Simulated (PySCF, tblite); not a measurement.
Isomers of C4H3FN2Si, one GFN2-xTB conformer each. Single-point energies are computed at PBE0/pcSseg-1 (PySCF, gas phase, no added dispersion term), electronic only.

Task: Rank them by PBE0/pcSseg-1 energy, lowest first (kJ/mol).
A. `[N:1]#[C:2]/[CH:3]=[C:4](/[F:5])[SiH2:6][C:7]#[N:8]` with C3–C4–Si6–C7 69°
B. `[N:1]#[C:2]/[CH:3]=[C:4](\[C:5]#[N:6])[SiH2:7][F:8]` with C3–C4–Si7–F8 0°
C. `[N:1]#[C:2][SiH2:3]/[CH:4]=[C:5](/[F:6])[C:7]#[N:8]` with C2–Si3–C4–C5 -152°

Result: B (0.0), C (148.7), A (151.6).

As drawn, the lowest has an Si–F bond, which the highest lacks. Neighbours under 10 kJ/mol apart (N#C[SiH2]/C=C(/F)C#N and N#C/C=C(/F)[SiH2]C#N) can change places with a better method, another conformer or zero-point energy. GFN2-xTB itself gives, in the same order: 0.0, 229.2, 218.5. Both levels put the same isomer lowest; measured from each level's own lowest isomer, the values differ by up to 80.5 kJ/mol (N#C[SiH2]/C=C(/F)C#N: 229.2 against 148.7).

Task: Which frontier levels, dipoles and rotational constants go with these structures?

Result: 
```json
{"SMILES": "N#C/C=C(\\C#N)[SiH2]F", "HOMO (eV, PBE0/pcSseg-1)": "-8.91", "LUMO (eV)": "-3.30", "dipole (D)": "4.74", "A, B, C (MHz)": "2640, 1126, 797.0"}
{"SMILES": "N#C[SiH2]/C=C(/F)C#N", "HOMO (eV, PBE0/pcSseg-1)": "-8.95", "LUMO (eV)": "-2.59", "dipole (D)": "1.67", "A, B, C (MHz)": "3447, 852.9, 710.5"}
{"SMILES": "N#C/C=C(/F)[SiH2]C#N", "HOMO (eV, PBE0/pcSseg-1)": "-8.60", "LUMO (eV)": "-2.42", "dipole (D)": "4.75", "A, B, C (MHz)": "1763, 1519, 975.3"}
```

Task: What happens when harmonic zero-point energies from GFN2-xTB frequencies are added?

Result: 
```json
{"SMILES": "N#C/C=C(\\C#N)[SiH2]F", "ZPE (kJ/mol)": "152.0", "electronic (kJ/mol)": "0.0", "with ZPE (kJ/mol)": "0.0"}
{"SMILES": "N#C[SiH2]/C=C(/F)C#N", "ZPE (kJ/mol)": "149.1", "electronic (kJ/mol)": "148.7", "with ZPE (kJ/mol)": "145.7"}
{"SMILES": "N#C/C=C(/F)[SiH2]C#N", "ZPE (kJ/mol)": "149.1", "electronic (kJ/mol)": "151.6", "with ZPE (kJ/mol)": "148.7"}
```

The zero-point energies span 2.9 kJ/mol. The order is unchanged.
